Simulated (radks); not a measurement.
The numbers below are computed, except where a source is named.
Species: Te. Configuration: [Kr] 4d10 5s1 5p5 (not the ground configuration).

Code: a radial shooting solver on a logarithmic mesh with Libxc functionals. Model: scalar-relativistic Kohn-Sham, SCAN, spin-polarised, spherical densities, finite nucleus; open shells are filled with parallel spins first (spin-orbit coupling, left out, can overturn this in heavy ions); meta-GGA in the generalised Kohn-Sham scheme; Fermi nuclear charge, rms radius 4.7423 fm.

Energy parts (Ry):
| part | energy |
|---|---|
| total | -13590.62362 |
| kinetic | 14239.37651 |
| electron-nucleus | -32868.70740 |
| Hartree | 5391.80815 |
| exchange-correlation | -353.10088 |

Orbitals (lengths in bohr, moments of r in powers of bohr; r(max) is where P^2 peaks; r(90%) holds 90 % of the orbital's charge):
| orbital | occ. | eigenvalue (Ry) | r(max) | <1/r> | <r^2> | r(90%) |
|---|---|---|---|---|---|---|
| 1s up | 1 | -2328.837 | 0.01794 | 55.57 | 0.001048 | 0.0500 |
| 1s down | 1 | -2328.829 | 0.01794 | 55.57 | 0.001048 | 0.0500 |
| 2s up | 1 | -358.4967 | 0.1012 | 12.73 | 0.01692 | 0.185 |
| 2s down | 1 | -358.4929 | 0.1012 | 12.73 | 0.01692 | 0.185 |
| 2p up | 3 | -321.5532 | 0.08126 | 12.18 | 0.01340 | 0.171 |
| 2p down | 3 | -321.5474 | 0.08126 | 12.18 | 0.01340 | 0.171 |
| 3s up | 1 | -71.95787 | 0.2921 | 4.559 | 0.1181 | 0.472 |
| 3s down | 1 | -71.95312 | 0.2921 | 4.559 | 0.1181 | 0.472 |
| 3p up | 3 | -59.84678 | 0.2860 | 4.330 | 0.1186 | 0.480 |
| 3p down | 3 | -59.84033 | 0.2860 | 4.330 | 0.1186 | 0.480 |
| 3d up | 5 | -41.60186 | 0.2382 | 4.087 | 0.1044 | 0.466 |
| 3d down | 5 | -41.59436 | 0.2382 | 4.087 | 0.1043 | 0.466 |
| 4s up | 1 | -12.51440 | 0.7019 | 1.815 | 0.6616 | 1.10 |
| 4s down | 1 | -12.50015 | 0.7024 | 1.813 | 0.6617 | 1.10 |
| 4p up | 3 | -8.74212 | 0.7383 | 1.659 | 0.7696 | 1.20 |
| 4p down | 3 | -8.72856 | 0.7389 | 1.659 | 0.7673 | 1.20 |
| 4d up | 5 | -3.24121 | 0.8102 | 1.366 | 1.116 | 1.49 |
| 4d down | 5 | -3.21188 | 0.8101 | 1.373 | 1.096 | 1.48 |
| 5s up | 1 | -1.27980 | 1.793 | 0.6260 | 4.849 | 3.03 |
| 5p up | 3 | -0.55183 | 2.113 | 0.5041 | 7.451 | 3.81 |
| 5p down | 2 | -0.41648 | 2.168 | 0.4747 | 8.568 | 4.14 |

The highest occupied level is 5p down at -5.667 eV. The density falls to 0.001 e/bohr^3 at r = 4.66 bohr.

Empty levels of this run are not shown, since the potential may be unsettled where no density lies.
